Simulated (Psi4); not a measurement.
Psi4 input (wB97X-D/6-311+G**):

```
memory 1500 MB

molecule {
1 2
Al   -0.00000000   -0.00000000   -1.15422869
Cl    0.00000000    0.00000000    0.88264547
symmetry c1
no_reorient
no_com
}

set {
  basis 6-311+G**
  reference uks
  scf_type pk
  dft_radial_points 99
  dft_spherical_points 590
  e_convergence 1e-8
  d_convergence 1e-7
  maxiter 150
}

e = energy('wb97x-d')
print_out(f'\nFINAL {e:.10f} DIPOLE {variable("CURRENT DIPOLE")[0]:.6f} {variable("CURRENT DIPOLE")[1]:.6f} {variable("CURRENT DIPOLE")[2]:.6f}\n')
```

Task: What final total energy does it give?

Result: -702.34416 Eh.
